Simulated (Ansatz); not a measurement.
ethynylcyclopropane (C5H6), SMILES C#CC1CC1.

Geometry: B3LYP-D3(BJ)/def2-SVP.

Two levels are set side by side: PBE/def2-SVPD (Ansatz, an electronic-structure program) and PBE0/def2-SVPD (Ansatz). Energy differences of separate SCF runs at the same geometry; the states with an electron removed or added have multiplicity 2 and 2. Differences are taken from unrounded values.

| quantity | PBE |
|---|---|
| vertical ionisation energy (eV) | 9.22 |
| vertical singlet–triplet gap (eV) | 5.30 |

Task: These are the PBE values. What does PBE0 give? (An estimate is asked for; the answer gives what the named calculation found.)

Result: 
| quantity | PBE0 | PBE minus PBE0 |
|---|---|---|
| vertical ionisation energy (eV) | 9.35 | -0.13 |
| vertical singlet–triplet gap (eV) | 5.31 | -0.02 |

Here PBE gives about what the other level gives.
